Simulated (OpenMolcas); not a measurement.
W⁴⁺.

```yaml
Program: OpenMolcas 26.06
Basis: ANO-RCC-VTZP [8s7p5d3f2g1h]
Scalar_Hamiltonian: DKH2, point nucleus
Active_space: 8 electrons in 8 orbitals (RAS1 5p, at most 2 holes; RAS2 5d)
State_averaging: 2S+1 = 3 even, 10 roots; 2S+1 = 1 even, 15 roots
Spin-orbit_coupling: state interaction with AMFI integrals over the reference wave functions, term energies averaged over their components
```

Two sets of levels on these reference wave functions, in eV above 5d2 3F2: one from RASSCF and one from SS-RASPT2, IPEA 0.25 Eh, imaginary shift 0.1 Eh (closed shells correlated: 5s).

```tsv
Level	Set 1	Set 2
5d2 3F2	0.0000	0.0000
5d2 3F3	0.826	0.857
5d2 3F4	1.551	1.559
5d2 3P0	1.785	1.682
5d2 1D2 [53 %]	1.978	1.789
5d2 3P1	2.256	2.173
5d2 3P2 [60 %]	3.155	3.001
5d2 1G4	3.199	2.968
5d2 1S0	5.913	5.561
```

Task: Which set is which?

Result: Set 2 is SS-RASPT2. Its levels of the other terms of 5d2 lie at 0.90 to 0.96 of the other set's values, as expected, since terms of lower spin or lower L gain more correlation energy than the Hund ground term. Against 6 measured levels (the list in J. Phys. B 45, 065001 (2012)) the mean absolute deviation is 1300 cm-1 with it and 2500 cm-1 without; single levels miss by up to 1700 cm-1 with it.

CASPT2 breaks the degeneracy within a term, and the mean is taken; among the terms shown or strongly mixed into the levels shown the widest spread is 330 cm-1 (5d2 1G, SS-RASPT2). Active for correlation alone: 5p; no level in the range computed is led by a configuration that opens it, so any true level of that kind is missing. Without dynamic correlation excited terms often stand tens of per cent too high (terms of higher spin than the ground term too low), and those without a measured partner can miss by more than the paired ones (holds for RASSCF). Computed and measured levels are paired by configuration, term and J; levels that our copy of the source lacks, or whose pairing is in doubt (as where it misses far off the trend of its configuration), stay unpaired and out of the deviations. Levels of configurations outside the active space are missing.

A share in square brackets marks a mixed level and gives the weight of the term that names it, the lowest over the columns.
